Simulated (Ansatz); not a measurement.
The same molecule with X = Mg, Zn, Cd. Ansatz, PBE0-D4/def2-TZVP geometries, multiplicity 1.

Elements past krypton have def2 core potentials. Scalar relativity is left out up to krypton.

```
 X        molecule  mean X–Br bond length / Å  LUMO energy (PBE/def2-TZVPP) / eV  LUMO energy (PBE0/def2-TZVPP) / eV  LUMO energy (ωB97M-V/def2-TZVPP) / eV
Zn  `[Br][Zn][Br]`                      2.225                              -2.67                               -1.78                                   0.01
Cd  `[Br][Cd][Br]`                      2.401                              -3.14                               -2.29                                  -0.47
```

Task: Give the row for X = Mg, `[Br][Mg][Br]`. (Best estimate.)

Result: The calculation gave: 
| X | molecule | mean X–Br bond length / Å | LUMO energy (PBE/def2-TZVPP) / eV | LUMO energy (PBE0/def2-TZVPP) / eV | LUMO energy (ωB97M-V/def2-TZVPP) / eV |
| --- | --- | --- | --- | --- | --- |
| Mg | `[Br][Mg][Br]` | 2.320 | -2.57 | -1.86 | -0.43 |

From Mg to Cd the mean X–Br bond length isn't monotonic: highest at Cd, lowest at Zn; the LUMO energy (PBE/def2-TZVPP) falls at each step, by 0.57 eV in all; the LUMO energy (PBE0/def2-TZVPP) isn't monotonic: highest at Zn, lowest at Cd; the LUMO energy (ωB97M-V/def2-TZVPP) isn't monotonic: highest at Zn, lowest at Cd. Bonds lengthen as the atom grows down the group.
